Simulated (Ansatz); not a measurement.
Program: Ansatz. Geometries: PBE0-D4/def2-TZVP. ΔE: electronic, gas phase. CBS: MP2 limit from def2 TZ/QZ plus the TZ coupled-cluster correction, frozen cores. Functionals use def2-TZVPP. B3LYP here is the variant with VWN-RPA as its local correlation; programs differ in this. HSE06 is defined as in plane-wave codes. For Ga outer-core shells are correlated without core-valence functions, which leaves a few kJ/mol of doubt a bond. Scalar relativity is left out up to krypton.

Consider the cleavage of the Si–Si bond: `[SiH3][SiH]([SiH3])[SiH3]` + `[OH][GaH2]` → `[SiH3][O][GaH2]` + trisilane.

| level | ΔE (kJ/mol) | difference from CCSD(T)/CBS |
| --- | --- | --- |
| LDA (SPW92) | -63.9 | 21.7 |
| PBE-D4 | -59.6 | 26.0 |
| revPBE-D4 | -59.5 | 26.1 |
| BLYP-D4 | -80.3 | 5.3 |
| r2SCAN-D4 | -79.3 | 6.3 |
| B97M-V | -82.6 | 3.0 |
| PBE0-D4 | -68.8 | 16.8 |
| B3LYP-D4 | -86.8 | -1.2 |
| r2SCANh-D4 | -80.9 | 4.7 |
| HSE06-D4 | -68.6 | 17.0 |
| BHLYP-D4 | -99.0 | -13.4 |
| CAM-B3LYP-D4 | -95.1 | -9.5 |
| ωB97X-V | -86.3 | -0.7 |
| B2PLYP | -93.8 | -8.2 |
| PBE-QIDH | -83.4 | 2.2 |
| PBE | -63.1 | 22.5 |
| revPBE | -63.0 | 22.6 |
| BLYP | -86.3 | -0.7 |
| r2SCAN | -80.5 | 5.1 |
| PBE0 | -72.3 | 13.3 |
| B3LYP | -92.3 | -6.7 |
| r2SCANh | -82.4 | 3.2 |
| r2SCAN0 | -85.0 | 0.6 |
| HSE06 | -72.1 | 13.5 |
| BHLYP | -104.8 | -19.2 |
| CAM-B3LYP | -99.0 | -13.4 |
| RPA@PBE/def2-TZVPP | -89.7 | -4.1 |
| HF/def2-SVP | -111.2 | -25.6 |
| MP2/def2-SVP | -85.5 | 0.1 |
| CCSD/def2-SVP | -85.7 | -0.1 |
| CCSD(T)/def2-SVP | -82.0 | 3.6 |
| HF/def2-TZVPP | -122.5 | -36.9 |
| CCSD/def2-TZVPP | -93.2 | -7.6 |
| CCSD(T)/def2-TZVPP | -87.9 | -2.3 |
| HF/def2-QZVPP | -124.6 | -39.0 |
| MP2/def2-QZVPP | -90.9 | -5.3 |
| SCS-MP2/def2-QZVPP | -98.6 | -13.0 |
| HF/CBS(def2) | -124.9 | -39.3 |
| MP2/CBS(def2) | -89.3 | -3.7 |
| CCSD/CBS(def2) | -90.9 | -5.3 |
| CCSD(T)/CBS | -85.6 | 0 |

Largest T1 diagnostic among the species: 0.015.

From r2SCAN to r2SCAN0 (25 % exact exchange), in def2-TZVPP and without D4, ΔE moves by −4.5 kJ/mol. In def2-TZVPP, CCSD(T) changes the Hartree–Fock value by +34.7 kJ/mol (the triples alone add +5.3 kJ/mol) and MP2 by +31.0 kJ/mol. At CCSD(T), def2-SVP lies +3.6 kJ/mol from the extrapolated value and def2-TZVPP −2.3 kJ/mol.

CCSD(T)/CBS has its own doubt, a few kJ/mol and more with outer-core shells, so smaller differences from it don't rank the levels.
